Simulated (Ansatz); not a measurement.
Gas-phase electronic energies from Ansatz, PBE0-D4/def2-TZVP geometries. CCSD(T)/CBS is the MP2 limit (def2-TZVPP, def2-QZVPP) plus CCSD(T) − MP2 in def2-TZVPP, frozen cores. DFT in def2-TZVPP. For Se outer-core shells are correlated without core-valence functions, which leaves a few kJ/mol of doubt a bond. Scalar relativity is left out up to krypton. One conformer a species, not always the lowest.

Consider the cleavage of the Si–Si bond: `[SiH3][SiH]1COC1` + `CC[SeH]` → `CC[Se][SiH3]` + `C1OC[SiH2]1`.

```csv
level,ΔE (kJ/mol)
BHLYP-D4,-58.8
CAM-B3LYP-D4,-54.0
```

Problem. What does CCSD(T)/CBS give? (An estimate is asked.)

Solution. The calculation gave: -57.6 kJ/mol. The listed levels differ from it by -1.2, 3.6 kJ/mol.

Largest T1 diagnostic among the species: 0.013.

At CCSD(T), def2-SVP lies +8.8 kJ/mol from the extrapolated value and def2-TZVPP +4.2 kJ/mol. From BLYP to BHLYP (50 % exact exchange), in def2-TZVPP and without D4, ΔE moves by −9.1 kJ/mol.

CCSD(T)/CBS has its own doubt, a few kJ/mol and more with outer-core shells, so smaller differences from it don't rank the levels.
